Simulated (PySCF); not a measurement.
## NaIn at PBE

Level: PBE. PySCF, scalar-relativistic core potentials, basis sets Na def2-SVP, In def2-SVP with ECP28.

```json
{"state": "¹Σ⁺ (singlet), closed shell", "bond length": "3.282 Å", "harmonic wavenumber": "136 cm⁻¹", "force constant": "0.209 mdyn/Å", "rotational constant Be": "0.08172 cm⁻¹", "anharmonicity ωexe": "0.411 cm⁻¹", "vibration–rotation constant αe": "0.000432 cm⁻¹", "well depth De to Na + In": "19.6 kcal/mol", "dissociation energy D0": "19.4 kcal/mol", "HOMO–LUMO gap": "0.53 eV", "bond order (Mayer)": "1.07", "dipole moment (positive dipole means Na(−)In(+))": "-1.30 D"}
```

Closed-shell solutions of metal pairs were not tested for spin polarisation, which can lower them a little. These are scalar-relativistic numbers at best; spin–orbit coupling would shift them, the dissociation energy most.
